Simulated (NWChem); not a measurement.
System meant: Si₂H₂ClF₃; SMILES F[Si](F)(F)[SiH2]Cl

Input file for NWChem:

```
start job
memory heap 200 mb stack 700 mb global 900 mb
geometry units angstroms noautoz
  Si     0.040573    -1.085094    -0.001347
  F     -1.095303    -2.245641    -0.022347
  F      0.950305    -1.317917     1.320713
  F      0.992631    -1.312003    -1.294318
  Si    -0.947797     1.032420    -0.012455
  Cl     0.586600     2.436704     0.014242
  H     -1.771657     1.201859    -1.254267
  H     -1.809886     1.196835     1.203823
end
basis spherical
  * library def2-svp
end
dft
  xc b3lyp
  iterations 4
  mulliken
end
task dft energy
```

End of the output:

```
    Atom       Charge   Shell Charges
 -----------   ------   -------------------------------------------------------
    1 Si  14    13.46   2.00  1.92  0.64  0.31  5.81  1.15  0.80  0.83
    2 F    9     9.19   1.98  1.02  0.77  3.22  2.21  0.01
    3 F    9     9.19   1.98  1.02  0.77  3.22  2.20  0.01
    4 F    9     9.19   1.98  1.02  0.77  3.22  2.20  0.01
    5 Si  14    13.75   2.00  1.93  0.73  0.37  5.81  1.30  1.27  0.33
    6 Cl  17    17.06   2.00  1.96  1.06  0.80  5.82  2.26  3.14  0.02
    7 H    1     1.08   0.64  0.41  0.03
    8 H    1     1.08   0.64  0.41  0.03

 center of mass
 --------------
 x =   0.06524785 y =  -0.05833247 z =   0.00000000

 moments of inertia (a.u.)
 ------------------
        1797.209261457308           0.000041363675           0.000000000000
           0.000041363675         604.435166887839           0.000000000000
           0.000000000000           0.000000000000        1915.822430179761

     Multipole analysis of the density
     ---------------------------------

     L   x y z        total         alpha         beta         nuclear
     -   - - -        -----         -----         ----         -------
     0   0 0 0      0.000000    -37.000000    -37.000000     74.000000

     1   1 0 0     -0.660843     -0.330422     -0.330422      0.000000
     1   0 1 0      0.418876      0.209438      0.209438      0.000000
     1   0 0 1      0.000000      0.000000      0.000000      0.000000

     2   2 0 0    -39.847778   -113.721476   -113.721476    187.595173
     2   1 1 0     -0.870187      4.190149      4.190149     -9.250486
     2   1 0 1      0.000000      0.000000      0.000000      0.000000
     2   0 2 0    -43.253589   -399.855545   -399.855545    756.457500
     2   0 1 1     -0.000000     -0.000000     -0.000000      0.000000
     2   0 0 2    -41.022936    -80.867441    -80.867441    120.711946

 ------------------------------------------------------------------------
 dft energy failed                                                                                  0
 ------------------------------------------------------------------------
 ------------------------------------------------------------------------
  current input line :
    21: task dft energy
 ------------------------------------------------------------------------
 ------------------------------------------------------------------------
 This type of error is most commonly associated with calculations not reaching convergence criteria
 ------------------------------------------------------------------------
 For more information see the NWChem manual at https://nwchemgit.github.io

0:dft energy failed:Received an Error in Communication
```

Can this run be used? If not, why, and what is the fix?

Convergence was not reached. Cause: the SCF was allowed too few iterations. This input runs:
```
start job
memory heap 200 mb stack 700 mb global 900 mb
geometry units angstroms noautoz
  Si     0.040573    -1.085094    -0.001347
  F     -1.095303    -2.245641    -0.022347
  F      0.950305    -1.317917     1.320713
  F      0.992631    -1.312003    -1.294318
  Si    -0.947797     1.032420    -0.012455
  Cl     0.586600     2.436704     0.014242
  H     -1.771657     1.201859    -1.254267
  H     -1.809886     1.196835     1.203823
end
basis spherical
  * library def2-svp
end
dft
  xc b3lyp
  iterations 150
  mulliken
end
task dft energy
```
It converges to -1339.62873 Ha (B3LYP/def2-SVP).
